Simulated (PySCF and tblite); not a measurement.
Values are calculated unless marked as measured or tabulated.
C4H8ClFSi, numbered as in [F:1][C@H:2]1[CH2:3][C@H:4]([Cl:5])[CH2:6][SiH2:7]1.

Search: ETKDG and KDG, MMFF94s, GFN2-xTB, 60 starts; geometries at PBE0-D3(BJ)/def2-SVP. Energies: TPSS-D3(BJ)/pcseg-1, with GFN2-xTB thermal terms (modes under about 100 cm⁻¹ blended into free rotors). Symmetry numbers and mirror images are counted. Conformers within 2.5 kcal/mol (GFN2-xTB free energy) were kept, 4 at most. (PySCF 2.14, tblite 0.8.)

The 5-ring runs over atoms 2–3–4–6–7.

```
conformer                                                                    shape  symmetry  dipole D
        1  5-ring between envelope and twist (ring torsions -50, 42, -20, -5, 30°)        C1      1.81
        2  5-ring between envelope and twist (ring torsions 53, -36, 11, 17, -41°)        C1      2.07
```

(1) Which of these conformers is the most populated at 298.15 K, and with what share?

(2) Give the DFT energies and free energies relative to the lowest, and all weights.

(3) How does its share change from 250 K to 350 K?

## Answers

(1) Conformer 2, about 91 %.

(2) 
```tsv
conformer	shape	E(DFT) kcal/mol	G(298.15 K) kcal/mol	weight %
1	5-ring between envelope and twist (ring torsions -50, 42, -20, -5, 30°)	1.14	1.36	9.2
2	5-ring between envelope and twist (ring torsions 53, -36, 11, 17, -41°)	0.00	0.00	90.8
```

(3) From 93 % to 88 %; the mixing entropy goes from 0.48 to 0.72 cal/(mol K).
